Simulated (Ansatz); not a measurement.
Mulliken charges of AuF4P, SMILES `[F][Au-][P+](F)(F)F` from r2SCAN/def2-TZVPP in Ansatz (PBE0-D4/def2-TZVP geometry).

```json
{"atom": "F1", "x (Å)": "0.956", "y (Å)": "-2.891", "z (Å)": "1.490", "charge (e)": "-0.485"}
{"atom": "Au2", "x (Å)": "0.413", "y (Å)": "-1.248", "z (Å)": "0.643", "charge (e)": "0.330"}
{"atom": "P3", "x (Å)": "-0.189", "y (Å)": "0.573", "z (Å)": "-0.295", "charge (e)": "0.737"}
{"atom": "F4", "x (Å)": "-1.363", "y (Å)": "0.517", "z (Å)": "-1.294", "charge (e)": "-0.194"}
{"atom": "F5", "x (Å)": "0.850", "y (Å)": "1.322", "z (Å)": "-1.152", "charge (e)": "-0.194"}
{"atom": "F6", "x (Å)": "-0.667", "y (Å)": "1.728", "z (Å)": "0.608", "charge (e)": "-0.194"}
```

Task: By hand: the dipole of these point charges (1 e Å = 4.8032 D).

Result: Σ q r = (-0.238, 0.721, -0.371) e Å, of length 0.845 e Å = 4.06 D.

Task: How does the dipole of the full density compare? (Best estimate.)

Result: Computed: (-0.256, 0.775, -0.400) e Å, 4.37 D; the point charges give 0.93 times that, at 0° from its direction.

Point charges leave out the atoms' own dipoles, such as those of lone pairs, and Mulliken's split depends on the basis, so the close match here is no proof of good charges.
